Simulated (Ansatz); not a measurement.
Reaction (hydrogenolysis of the Si–C bond): `N[C@@H](F)[Si@@H](F)Cl` + H₂ → `F[SiH2]Cl` + `NCF`

Program: Ansatz. Geometries: PBE0-D4/def2-TZVP. ΔE: electronic, gas phase. CCSD(T)/CBS is the MP2 limit (def2-TZVPP, def2-QZVPP) plus CCSD(T) − MP2 in def2-TZVPP, frozen cores. This one scheme is used for every species. DFT in def2-TZVPP. B3LYP here is the variant with VWN-RPA as its local correlation; programs differ in this. Each species was taken in one conformer, which may not be the lowest.

Is it downhill or uphill in electronic energy at CCSD(T)/CBS, and by how much? (Estimate.)

Ansatz gave: Downhill: ΔE = -38.7 kJ/mol.

What do these levels give: PBE-D4, B97M-V, PBE0-D4, r2SCANh-D4, ωB97X-V, B2PLYP, PBE0, B3LYP, HF/def2-SVP, CCSD/def2-SVP, HF/def2-QZVPP, CCSD/CBS(def2)? (Best estimate.)

Computed: PBE-D4 -28.8, B97M-V -39.3, PBE0-D4 -36.5, r2SCANh-D4 -34.4, ωB97X-V -38.2, B2PLYP -46.1, PBE0 -44.6, B3LYP -50.6, HF/def2-SVP -73.5, CCSD/def2-SVP -50.6, HF/def2-QZVPP -73.6, CCSD/CBS(def2) -44.8 kJ/mol.

Largest T1 diagnostic among the species: 0.011.

Leaving LDA and LC-ωPBE aside and taking each functional with its dispersion term where it has one, the values, not all of them listed here, spread over 23.0 kJ/mol, from B2PLYP to revPBE-D4. LDA lies +12.3 kJ/mol from PBE without D4. From PBE to PBE0 (25 % exact exchange), in def2-TZVPP and without D4, ΔE moves by −6.6 kJ/mol.
